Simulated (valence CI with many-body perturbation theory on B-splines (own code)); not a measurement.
## E1 transitions of Co XIV

Level of theory: configuration interaction combined with many-body perturbation theory (CI+MBPT): four valence electrons over a frozen Dirac-Fock core [Ne], a basis of 11 s, 11 p, 10 d, 8 f, 5 g, 2 h functions for each j, with the one-electron correlation potential Σ1 (screened to all orders), the two-electron term Σ2, the three-electron term Σ3, Breit, model QED; selected single and double excitations, second order for the rest, scaled by the run's own slope (own B-spline code, finite nucleus).

No measured spectrum was set against this ion. As an estimate, levels of excited configurations hold to 0.05 to 0.15 % of their energy, terms of the ground configuration to about 0.5 %. Among the levels kept, up to 560 cm⁻¹ of a level comes from second order outside the variational space, and about a tenth of that is noise between levels of different J, which matters for small intervals.

Lines 151 to 200 of 558 in falling wavelength, among levels below 1290300 cm⁻¹, chosen from the strongest by gf and those to the six lowest levels. Wavelengths and rates use the calculated energies, so an error of 200 cm⁻¹ moves a line at 253.7 Å by 0.051 % and its rate by three times that or more. Electric multipoles are in the length gauge, E1 and E2 with the static RPA response of the core. Weak lines are less certain than strong ones. Lines between different terms over intervals too small for the method are left out, as are lines whose strength nearly cancels. Where a level lies close to another of its J and parity, the split of strength between their lines is uncertain. The highest levels of a list are the least certain.

Names give the largest LS component (configuration and term), which can be under half, so a name can repeat, a term be missing and a line seem to break the LS rules; names also repeat where a configuration has a term twice. Letters in brackets count levels of one name in rising energy.

| λ vac (Å) | Upper | Lower | A (s⁻¹) | S (a.u.) with core polarisation | S without |
| --- | --- | --- | --- | --- | --- |
| 253.7 | 3p3 3d 5D°_4 | 3s 3p2 3d 5F_4 | 3.90e+09 | 2.83e-01 | 2.93e-01 |
| 253.2 | 3s 3p2 3d 3D_1 [d] | 3s2 3p 3d 3P°_0 | 1.36e+10 | 3.27e-01 | 3.38e-01 |
| 253.2 | 3s 3p 3d2 3D°_2 | 3s 3p2 3d 3P_2 [b] | 3.54e+09 | 1.42e-01 | 1.47e-01 |
| 252.8 | 3s 3p 3d2 3F°_3 [b] | 3s 3p2 3d 3F_3 [b] | 1.94e+09 | 1.08e-01 | 1.12e-01 |
| 252.7 | 3s 3p2 3d 1F_3 [b] | 3s2 3p 3d 1F°_3 | 3.09e+10 | 1.72e+00 | 1.78e+00 |
| 252.5 | 3p3 3d 3P°_2 [a] | 3s 3p2 3d 3P_2 [a] | 3.93e+09 | 1.56e-01 | 1.62e-01 |
| 252.3 | 3p3 3d 5D°_2 | 3s 3p2 3d 5F_3 | 9.63e+09 | 3.82e-01 | 3.95e-01 |
| 252.2 | 3s 3p2 3d 1D_2 [b] | 3s2 3p 3d 1D°_2 | 8.99e+09 | 3.56e-01 | 3.68e-01 |
| 251.4 | 3p3 3d 3D°_1 [c] | 3s 3p2 3d 3P_1 [b] | 6.33e+09 | 1.49e-01 | 1.54e-01 |
| 251.3 | 3s 3p 3d2 3D°_3 | 3s 3p2 3d 3P_2 [b] | 1.50e+10 | 8.24e-01 | 8.52e-01 |
| 250.9 | 3p3 3d 1F°_3 [b] | 3s 3p2 3d 1G_4 | 1.49e+10 | 8.15e-01 | 8.43e-01 |
| 250.4 | 3p3 3d 5D°_3 | 3s 3p2 3d 5F_3 | 5.79e+09 | 3.14e-01 | 3.25e-01 |
| 250.4 | 3p3 3d 5D°_1 | 3s 3p2 3d 5F_2 | 9.07e+09 | 2.11e-01 | 2.18e-01 |
| 250.2 | 3s 3p 3d2 3D°_2 | 3s 3p2 3d 3D_3 [b] | 4.01e+09 | 1.55e-01 | 1.60e-01 |
| 250.1 | 3s 3p 3d2 3D°_2 | 3s 3p2 3d 3P_1 [b] | 1.19e+10 | 4.60e-01 | 4.76e-01 |
| 249.8 | 3s 3p2 3d 3D_2 [d] | 3s2 3p 3d 3P°_1 | 1.08e+10 | 4.15e-01 | 4.29e-01 |
| 249.7 | 3p3 3d 3D°_1 [c] | 3s 3p2 3d 3P_0 [b] | 8.45e+09 | 1.95e-01 | 2.01e-01 |
| 249.5 | 3p3 3d 5D°_2 | 3s 3p2 3d 5F_2 | 7.37e+09 | 2.83e-01 | 2.93e-01 |
| 248.8 | 3p3 3d 5D°_0 | 3s 3p2 3d 5F_1 | 1.87e+10 | 1.42e-01 | 1.47e-01 |
| 248.7 | 3p3 3d 5D°_1 | 3s 3p2 3d 5F_1 | 6.94e+09 | 1.58e-01 | 1.64e-01 |
| 248.4 | 3s 3p2 3d 1D_2 [b] | 3s2 3p 3d 3P°_1 | 2.90e+09 | 1.10e-01 | 1.13e-01 |
| 248.4 | 3s 3p 3d2 3D°_3 | 3s 3p2 3d 3D_3 [b] | 4.18e+09 | 2.21e-01 | 2.29e-01 |
| 247.8 | 3p3 3d 1D°_2 [b] | 3s 3p2 3d 1F_3 [a] | 2.68e+09 | 1.01e-01 | 1.04e-01 |
| 247.6 | 3p3 3d 1F°_3 [a] | 3s 3p2 3d 3D_3 [a] | 3.00e+09 | 1.57e-01 | 1.63e-01 |
| 246.9 | 3p3 3d 3D°_1 [c] | 3s 3p2 3d 3D_2 [b] | 5.06e+09 | 1.13e-01 | 1.17e-01 |
| 246.8 | 3p3 3d 3P°_2 [b] | 3s 3p2 3d 3P_2 [a] | 3.13e+09 | 1.16e-01 | 1.20e-01 |
| 246.7 | 3s 3p2 3d 3D_3 [e] | 3s2 3p 3d 3P°_2 | 1.31e+10 | 6.78e-01 | 7.01e-01 |
| 246.2 | 3s2 3p 3d 3F°_2 | 3s2 3p2 1D_2 | 4.52e+08 | 1.66e-02 | 1.72e-02 |
| 246.2 | 3s 3p2 3d 3D_3 [c] | 3s2 3p 3d 3F°_4 | 3.83e+09 | 1.97e-01 | 2.04e-01 |
| 246.1 | 3s 3p 3d2 3D°_3 | 3s 3p2 3d 3F_4 [b] | 5.73e+09 | 2.95e-01 | 3.06e-01 |
| 245.6 | 3s 3p 3d2 3D°_2 | 3s 3p2 3d 3D_2 [b] | 2.86e+09 | 1.04e-01 | 1.08e-01 |
| 245.2 | 3s 3p2 3d 1P_1 [b] | 3s2 3p 3d 3D°_2 | 5.55e+09 | 1.21e-01 | 1.26e-01 |
| 244.9 | 3p3 3d 3D°_1 [c] | 3s 3p2 3d 3D_1 [b] | 4.97e+09 | 1.08e-01 | 1.12e-01 |
| 244.1 | 3s 3p2 3d 3D_2 [d] | 3s2 3p 3d 3P°_2 | 3.65e+09 | 1.31e-01 | 1.35e-01 |
| 243.8 | 3s 3p 3d2 3D°_3 | 3s 3p2 3d 3D_2 [b] | 2.54e+09 | 1.27e-01 | 1.31e-01 |
| 243.0 | 3s 3p2 3d 3D_2 [c] | 3s2 3p 3d 3F°_3 | 2.13e+10 | 7.56e-01 | 7.82e-01 |
| 242.8 | 3s 3p2 3d 1D_2 [b] | 3s2 3p 3d 3P°_2 | 8.14e+09 | 2.87e-01 | 2.97e-01 |
| 241.9 | 3s 3p2 3d 1D_2 [c] | 3s2 3p 3d 1P°_1 | 1.99e+10 | 6.96e-01 | 7.20e-01 |
| 241.6 | 3s 3p 3d2 3D°_2 | 3s 3p2 3d 3F_3 [b] | 3.74e+09 | 1.30e-01 | 1.35e-01 |
| 241.5 | 3s 3p 3d2 3S°_1 | 3s 3p2 3d 3P_2 [b] | 6.02e+09 | 1.25e-01 | 1.30e-01 |
| 241.3 | 3p4 3P_2 | 3s 3p3 5S°_2 | 3.78e+07 | 1.31e-03 | 1.36e-03 |
| 241.2 | 3s2 3p 3d 3F°_3 | 3s2 3p2 1D_2 | 2.10e+07 | 1.02e-03 | 1.04e-03 |
| 241.1 | 3s 3p2 3d 3D_3 [d] | 3s2 3p 3d 3F°_4 | 2.61e+10 | 1.26e+00 | 1.31e+00 |
| 240.9 | 3s 3p2 3d 3P_2 [c] | 3s2 3p 3d 3D°_3 | 2.68e+10 | 9.24e-01 | 9.56e-01 |
| 240.6 | 3s 3p 3d2 3F°_3 [a] | 3s 3p2 3d 1G_4 | 4.04e+09 | 1.94e-01 | 2.01e-01 |
| 240.5 | 3p3 3d 1D°_2 [b] | 3s 3p2 3d 3D_2 [a] | 5.27e+09 | 1.81e-01 | 1.87e-01 |
| 240.2 | 3s 3p2 3d 3P_2 [a] | 3s 3p3 3P°_2 | 3.36e+09 | 1.15e-01 | 1.19e-01 |
| 240.2 | 3s 3p2 3d 3F_4 [c] | 3s2 3p 3d 3F°_4 | 2.65e+10 | 1.63e+00 | 1.69e+00 |
| 239.9 | 3s 3p2 3d 3S_1 | 3s2 3p 3d 3F°_2 | 1.20e+10 | 2.45e-01 | 2.54e-01 |
| 239.9 | 3p3 3d 3D°_2 [a] | 3p4 3P_1 | 3.25e+09 | 1.11e-01 | 1.14e-01 |
